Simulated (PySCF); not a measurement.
Species: C6H9F3N (doublet state).
SMILES with atom numbers: `[F:1][C:2]([F:3])([F:4])[C@@H:5]1[CH2:6][CH2:7][CH2:8][CH2:9][N:10]1` (hydrogens: H11 on C5; H12, H13 on C6; H14, H15 on C7; H16, H17 on C8; H18, H19 on C9)

A GFN2-xTB structure was refined with PBE0-D3(BJ)/def2-SVP geometry optimisation, gas phase in PySCF. Its GFN2-xTB values:

```json
{"coordinate": "F1–C2", "GFN2-xTB": "1.349 Å"}
{"coordinate": "C2–F3", "GFN2-xTB": "1.337 Å"}
{"coordinate": "C2–C5", "GFN2-xTB": "1.528 Å"}
{"coordinate": "C5–C6", "GFN2-xTB": "1.555 Å"}
{"coordinate": "C5–N10", "GFN2-xTB": "1.406 Å"}
{"coordinate": "C5–H11", "GFN2-xTB": "1.107 Å"}
{"coordinate": "C6–H12", "GFN2-xTB": "1.091 Å"}
{"coordinate": "C6–H13", "GFN2-xTB": "1.091 Å"}
{"coordinate": "C7–H14", "GFN2-xTB": "1.093 Å"}
{"coordinate": "C7–H15", "GFN2-xTB": "1.092 Å"}
{"coordinate": "C8–C9", "GFN2-xTB": "1.552 Å"}
{"coordinate": "C8–H16", "GFN2-xTB": "1.090 Å"}
{"coordinate": "C8–H17", "GFN2-xTB": "1.090 Å"}
{"coordinate": "C9–N10", "GFN2-xTB": "1.403 Å"}
{"coordinate": "C9–H18", "GFN2-xTB": "1.091 Å"}
{"coordinate": "C9–H19", "GFN2-xTB": "1.103 Å"}
{"coordinate": "F1–C2–F3", "GFN2-xTB": "106.1°"}
{"coordinate": "F1–C2–C5", "GFN2-xTB": "111.0°"}
{"coordinate": "C2–C5–C6", "GFN2-xTB": "109.7°"}
{"coordinate": "F3–C2–C5", "GFN2-xTB": "112.5°"}
{"coordinate": "C5–C6–C7", "GFN2-xTB": "108.9°"}
{"coordinate": "C5–N10–C9", "GFN2-xTB": "113.1°"}
{"coordinate": "C7–C8–C9", "GFN2-xTB": "109.3°"}
{"coordinate": "C8–C9–N10", "GFN2-xTB": "110.0°"}
{"coordinate": "C2–C5–C6–C7", "GFN2-xTB": "-177°"}
{"coordinate": "C2–C5–N10–C9", "GFN2-xTB": "-177°"}
{"coordinate": "C5–C6–C7–C8", "GFN2-xTB": "54°"}
{"coordinate": "C6–C7–C8–C9", "GFN2-xTB": "-54°"}
```

Problem. How do these coordinates change at the PBE0-D3(BJ)/def2-SVP level?

Solution. 
```
  coordinate  PBE0-D3(BJ)/def2-SVP (Å or °)  change
      C9–N10                          1.432  +0.029
      C5–N10                          1.429  +0.023
       C5–C6                          1.538  -0.017
       C8–C9                          1.536  -0.016
      C8–H16                          1.103  +0.013
      C7–H14                          1.104  +0.011
      C6–H13                          1.102  +0.011
      C8–H17                          1.101  +0.011
      C9–H18                          1.101  +0.010
      C6–H12                          1.100  +0.009
      C7–H15                          1.101  +0.009
      C9–H19                          1.111  +0.008
       C2–C5                          1.520  -0.008
       F1–C2                          1.342  -0.007
       C2–F3                          1.331  -0.006
      C5–H11                          1.111  +0.004
    C2–C5–C6                          111.7    +2.0
   C5–N10–C9                          111.6    -1.5
    F1–C2–F3                          107.5    +1.4
    C7–C8–C9                          110.4    +1.1
    C5–C6–C7                          110.0    +1.1
    F3–C2–C5                          111.4    -1.1
   C8–C9–N10                          110.9    +0.9
    F1–C2–C5                          110.3    -0.7
 C6–C7–C8–C9                            -52      +2
C2–C5–N10–C9                           -175      +2
 C2–C5–C6–C7                           -179      -2
 C5–C6–C7–C8                             52      -2
```

The energy falls by 1.6 kcal/mol over 5 energy and gradient evaluations, the largest force component goes from 0.0149 to 4.0e-04 Eh/bohr, and the atoms move by 0.037 Å rms after alignment. The bond that changes most is C9–N10 (ends: carbon bonded to C, N and 2 H; nitrogen bonded to 2 C), which lengthens by 0.029 Å. Bonds longer at the end by more than 0.005 Å: 10 of 19; shorter: 5. Rotational constants go from 2593, 907.5, 790.3 to 2579, 907.6, 788.9 MHz.

The run used 185 basis functions and 44 SCF cycles in all. The run took 1.7 min wall on x86-64 server, one thread (shared host).

Whether it is a minimum is left open (no frequencies). ⟨S²⟩ = 0.754 (exact for a doublet: 0.75).

One conformer stands for the species.
